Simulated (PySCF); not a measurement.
Job for PySCF: R-B3LYP/6-31G* on FHOSi (SMILES O[Si]F), a point of a bond scan (R = 1.449 Å).

```python
from pyscf import gto, scf, dft, mp
from pyscf.data.elements import chemcore

mol = gto.M(
    atom='''
    Si    0.00937425    0.00603277    0.61022733
    F    -0.73513023    1.02562647   -0.41739903
    O     0.73079075   -1.04612827   -0.42560613
    H     0.59251447   -0.89604208   -1.85981043
    ''',
    basis='6-31g*',
    cart=True,
    charge=0, spin=0, verbose=3, max_memory=1800)
mf = dft.RKS(mol, xc='b3lyp')
mf.conv_tol = 1e-8
mf.max_cycle = 100
mf.kernel()
if not mf.converged:
    mf = mf.newton().run(mf.mo_coeff, mf.mo_occ)
```

The log:

```
converged SCF energy = -465.14711105752
```

Self-consistency was reached.

Cost: very roughly 2.6 core-seconds.
